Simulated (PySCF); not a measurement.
Si(OH)(SH) (H₂OSSi), SMILES O[Si]S (connectivity only; charge and spin as stated), neutral, multiplicity 1. Heavy atoms are numbered as in [Si:1]([OH:2])[SH:4]. Hydrogens are named by the atom that carries them.

Coordinates come from a B3LYP-D3(BJ)/def2-TZVP optimisation. Other conformers were not sampled.

Method: ωB97X/def2-TZVPD run with PySCF.

Mulliken values depend strongly on the basis, most of all with diffuse functions as here. Atomic charges (e), one atom of each kind:

```tsv
atom	Mulliken	meta-Löwdin
Si1	0.24	0.57
O2 (OH)	-0.37	-0.71
H on O2	0.32	0.35
S4 (SH)	-0.37	-0.32
H on S4	0.19	0.11
```
